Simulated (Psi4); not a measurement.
C2H6AlCl, charge -1, doublet, geometry from GFN2-xTB (such geometries of metal compounds can be far from the true shape) (a state made from the parent by changing its charge; the spin is typed, not shown lowest) (a gas-phase anion, which may not be bound at this level); HSE06/STO-3G in Psi4 1.11.

Psi4 was given this input:
```
memory 2 GB

molecule mol {
-1 2
Al    0.366959    0.428655    0.481648
C     1.956928   -0.657010   -0.326562
H     1.699182   -1.637459   -0.752958
H     2.724868   -0.854347    0.434322
H     2.469039   -0.109001   -1.130628
C    -0.552054   -0.901724    1.802776
H    -0.819631   -1.883132    1.384723
H    -1.482855   -0.494449    2.223290
H     0.096864   -1.110670    2.664672
Cl   -1.052187    0.580526   -1.173067
}

set {
  basis sto-3g
  reference uks
}

energy('hse06')
print_variables()
```

It wrote (shortened):

```
   => Loading Basis Set <=

    Name: STO-3G
    Role: ORBITAL
    Keyword: BASIS

         ---------------------------------------------------------
                                   SCF
               by Justin Turney, Rob Parrish, Andy Simmonett
                          and Daniel G. A. Smith
                              UKS Reference
         ---------------------------------------------------------

  ==> Geometry <==

    Molecular point group: c1
    Full point group: C1

    Geometry (in Angstrom), charge = -1, multiplicity = 2:

       Center              X                  Y                   Z               Mass
    ------------   -----------------  -----------------  -----------------  -----------------
         AL           0.424678268166     0.352298592432     0.540883088006    26.981538530000
         C            2.014647268166    -0.733366407568    -0.267326911994    12.000000000000
         H            1.756901268166    -1.713815407568    -0.693722911994     1.007825032230
         H            2.782587268166    -0.930703407568     0.493557088006     1.007825032230
         H            2.526758268166    -0.185357407568    -1.071392911994     1.007825032230
         C           -0.494334731834    -0.978080407568     1.862011088006    12.000000000000
         H           -0.761911731834    -1.959488407568     1.443958088006     1.007825032230
         H           -1.425135731834    -0.570805407568     2.282525088006     1.007825032230
         H            0.154583268166    -1.187026407568     2.723907088006     1.007825032230
         CL          -0.994467731834     0.504169592432    -1.113831911994    34.968852682000

  Running in c1 symmetry.

  Rotational constants: A =      0.15623  B =      0.09875  C =      0.06915 [cm^-1]
  Rotational constants: A =   4683.64197  B =   2960.48467  C =   2072.93097 [MHz]
  Nuclear repulsion =  185.749031183184798

  Charge       = -1
  Multiplicity = 2
  Electrons    = 49
  Nalpha       = 25
  Nbeta        = 24

  ==> Algorithm <==

  SCF Algorithm Type is DF.
  DIIS enabled.
  MOM disabled.
  Fractional occupation disabled.
  Guess Type is SAD.
  Energy threshold   = 1.00e-06
  Density threshold  = 1.00e-06
  Integral threshold = 1.00e-12

  ==> Primary Basis <==

  Basis Set: STO-3G
    Blend: STO-3G
    Number of shells: 22
    Number of basis functions: 34
    Number of Cartesian functions: 34
    Spherical Harmonics?: true
    Max angular momentum: 1

  ==> DFT Potential <==

   => LibXC <=

    Version 7.1.2
    S. Lehtola, C. Steigemann, M. J. T. Oliveira, and M. A. L. Marques,  SoftwareX 7, 1–5 (2018) (10.1016/j.softx.2017.11.002)

   => Composite Functional: HSE06 <=

    HSE06 Hyb-GGA Exchange-Correlation Functional

    J. Heyd, G. E. Scuseria, and M. Ernzerhof,  J. Chem. Phys. 118, 8207 (2003) (10.1063/1.1564060)
    J. Heyd, G. E. Scuseria, and M. Ernzerhof,  J. Chem. Phys. 124, 219906 (2006) (10.1063/1.2204597)
    A. V. Krukau, O. A. Vydrov, A. F. Izmaylov, and G. E. Scuseria,  J. Chem. Phys. 125, 224106 (2006) (10.1063/1.2404663)

    Deriv               =              1
    GGA                 =           TRUE
    Meta                =          FALSE

    Exchange Hybrid     =           TRUE
    MP2 Hybrid          =          FALSE

   => Exchange Functionals <=

    1.0000   short-range part of the PBE (default w=0 gives PBEh) [omega = 0.1100]
    -0.2500   short-range part of the PBE (default w=0 gives PBEh) [omega = 0.1100]

   => Exact (HF) Exchange <=

    -0.2500            HF,LR [omega = 0.1100]
    0.2500               HF

   => Correlation Functionals <=

    1.0000   Perdew, Burke & Ernzerhof

   => LibXC Density Thresholds  <==

    XC_HYB_GGA_XC_HSE06:  1.00E-15

   => Molecular Quadrature <=

    Radial Scheme          =       TREUTLER
    Pruning Scheme         =           NONE
    Nuclear Scheme         =       TREUTLER

    Blocking Scheme        =         OCTREE
    BS radius alpha        =              1
    Pruning alpha          =              1
    Radial Points          =             75
    Spherical Points       =            302
    Total Points           =         211907
    Total Blocks           =           1634
    Max Points             =            256
    Max Functions          =             32
    Weights Tolerance      =       1.00E-15

   => Loading Basis Set <=

    Name: (STO-3G AUX)
    Role: JKFIT
    Keyword: DF_BASIS_SCF

  ==> Integral Setup <==

  SCF_SUBTYPE=INCORE selected. In-core MEM_DF algorithm will be used.
  Using in-core AOs.

  ==> MemDFJK: Density-Fitted J/K Matrices <==

    J tasked:                   Yes
    K tasked:                   Yes
    wK tasked:                  Yes
    Omega:                1.100E-01
    Algorithm:                 Core
    Schwarz Cutoff:           1E-12
    Mask sparsity (%):       3.1142
    Fitting Condition:        1E-10

   => Auxiliary Basis Set <=

  Basis Set: (STO-3G AUX)
    Blend: DEF2-UNIVERSAL-JKFIT
    Number of shells: 162
    Number of basis functions: 514
    Number of Cartesian functions: 608
    Spherical Harmonics?: true
    Max angular momentum: 4

  Minimum eigenvalue in the overlap matrix is 2.4014089384E-01.
  Reciprocal condition number of the overlap matrix is 1.0666898456E-01.
    Using symmetric orthogonalization.

  ==> Pre-Iterations <==

  SCF Guess: Superposition of Atomic Densities via on-the-fly atomic UHF (no occupation information).

   -------------------------
    Irrep   Nso     Nmo
   -------------------------
     A         34      34
   -------------------------
    Total      34      34
   -------------------------

  ==> Iterations <==

                           Total Energy        Delta E     RMS |[F,P]|

   @DF-UKS iter SAD:  -770.96580621135638   -7.70966e+02   0.00000e+00
   @DF-UKS iter   1:  -773.19209970017243   -2.22629e+00   7.08323e-03 DIIS/ADIIS
   @DF-UKS iter   2:  -773.20131952531938   -9.21983e-03   6.80865e-03 DIIS/ADIIS
   @DF-UKS iter   3:  -773.23761029586592   -3.62908e-02   4.51297e-04 DIIS/ADIIS
   @DF-UKS iter   4:  -773.23780221086122   -1.91915e-04   1.00455e-04 DIIS/ADIIS
   @DF-UKS iter   5:  -773.23781301373856   -1.08029e-05   1.00747e-05 DIIS
   @DF-UKS iter   6:  -773.23781318259648   -1.68858e-07   1.79118e-06 DIIS
   @DF-UKS iter   7:  -773.23781318776832   -5.17184e-09   4.08208e-07 DIIS
  Energy and wave function converged.

  ==> Post-Iterations <==

   Electrons on quadrature grid:
      Nalpha   =   24.9999973658 ; deviation = -2.634e-06
      Nbeta    =   23.9999974786 ; deviation = -2.521e-06
      Ntotal   =   48.9999948445 ; deviation = -5.156e-06

   @Spin Contamination Metric:   6.111150854E-04
   @S^2 Expected:                7.500000000E-01
   @S^2 Observed:                7.506111151E-01
   @S   Expected:                5.000000000E-01
   @S   Observed:                5.000000000E-01

    Orbital Energies [Eh]
    ---------------------

    Alpha Occupied:

       1A   -100.193318     2A    -55.212610     3A     -9.718318
       4A     -9.718240     5A     -8.915538     6A     -6.657975
       7A     -6.650383     8A     -6.650093     9A     -3.695955
      10A     -2.162729    11A     -2.159513    12A     -2.156101
      13A     -0.445492    14A     -0.413512    15A     -0.407903
      16A     -0.124031    17A     -0.122591    18A     -0.117068
      19A     -0.114474    20A     -0.083236    21A      0.014619
      22A      0.025684    23A      0.036485    24A      0.068908
      25A      0.201041

    Alpha Virtual:

      26A      0.536372    27A      0.587285    28A      0.598561
      29A      0.688566    30A      0.697925    31A      0.705324
      32A      0.705886    33A      0.722156    34A      0.729774

    Beta Occupied:

       1A   -100.193000     2A    -55.206202     3A     -9.716602
       4A     -9.716526     5A     -8.915096     6A     -6.657008
       7A     -6.649898     8A     -6.649867     9A     -3.684861
      10A     -2.153827    11A     -2.149709    12A     -2.142531
      13A     -0.442372    14A     -0.410587    15A     -0.405241
      16A     -0.122790    17A     -0.120110    18A     -0.115983
      19A     -0.112534    20A     -0.064563    21A      0.024054
      22A      0.030028    23A      0.042259    24A      0.079457

    Beta Virtual:

      25A      0.330130    26A      0.560497    27A      0.614355
      28A      0.617949    29A      0.691082    30A      0.705825
      31A      0.711307    32A      0.712447    33A      0.724986
      34A      0.733143

    Final Occupation by Irrep:
              A
    DOCC [    24 ]
    SOCC [     1 ]
    NA   [    25 ]
    NB   [    24 ]

  @DF-UKS Final Energy:  -773.23781318776832

   => Energetics <=

    Nuclear Repulsion Energy =            185.7490311831847976
    One-Electron Energy =               -1454.0538134642845307
    Two-Electron Energy =                 541.3714246956022862
    DFT Exchange-Correlation Energy =     -46.3044556022709060
    Empirical Dispersion Energy =           0.0000000000000000
    VV10 Nonlocal Energy =                  0.0000000000000000
    Total Energy =                       -773.2378131877683245

  UHF NO Occupations:
  HONO-2 :   23  A 1.9999514
  HONO-1 :   24  A 1.9997811
  HONO-0 :   25  A 1.0000000
  LUNO+0 :   26  A 0.0002189
  LUNO+1 :   27  A 0.0000486
  LUNO+2 :   28  A 0.0000232
  LUNO+3 :   29  A 0.0000051

Computation Completed

Properties will be evaluated at   0.000000,   0.000000,   0.000000 [a0]

Properties computed using the SCF density matrix

 Multipole Moments:

 ------------------------------------------------------------------------------------
     Multipole            Electronic (a.u.)      Nuclear  (a.u.)        Total (a.u.)
 ------------------------------------------------------------------------------------

 L = 1.  Multiply by 2.5417464519 to convert [e a0] to [Debye]
 Dipole X            :         -4.9496288            5.2355313            0.2859026
 Dipole Y            :          7.4824499           -6.9260590            0.5563910
 Dipole Z            :         -4.9721896            5.3730096            0.4008200
 Magnitude           :                                                    0.7429454

 ------------------------------------------------------------------------------------

  Variable Map:
  ----------------------------------------------------------------------------
  "CURRENT ENERGY"              =>    -773.237813187768
  "CURRENT REFERENCE ENERGY"    =>    -773.237813187768
  "DD SOLVATION ENERGY"         =>       0.000000000000
  "DFT FUNCTIONAL TOTAL ENERGY" =>    -773.237813187768
  "DFT TOTAL ENERGY"            =>    -773.237813187768
  "DFT VV10 ENERGY"             =>       0.000000000000
  "DFT XC ENERGY"               =>     -46.304455602271
  "GRID ELECTRONS ALPHA"        =>      24.999997365832
  "GRID ELECTRONS BETA"         =>      23.999997478629
  "GRID ELECTRONS TOTAL"        =>      48.999994844461
  "NUCLEAR REPULSION ENERGY"    =>     185.749031183185
  "ONE-ELECTRON ENERGY"         =>   -1454.053813464285
  "PCM POLARIZATION ENERGY"     =>       0.000000000000
  "PE ENERGY"                   =>       0.000000000000
  "SCF ITERATION ENERGY"        =>    -773.237813187768
  "SCF ITERATIONS"              =>       7.000000000000
  "SCF TOTAL ENERGY"            =>    -773.237813187768
  "TWO-ELECTRON ENERGY"         =>     541.371424695602
  "XC GRID RADIAL POINTS"       =>      75.000000000000
  "XC GRID SPHERICAL POINTS"    =>     302.000000000000
  "XC GRID TOTAL POINTS"        =>  211907.000000000000

  Array Variable Map:
  ----------------------------------------------------------------------------
  "CURRENT DIPOLE"              =>       0.285902576899 ... 0.400819957656 1 by 3
  "SCF DIPOLE"                  =>       0.285902576899 ... 0.400819957656 1 by 3
  "SCF TOTAL ENERGIES"          =>    -770.965806211356 ... -773.237813187768 1 by 8
```
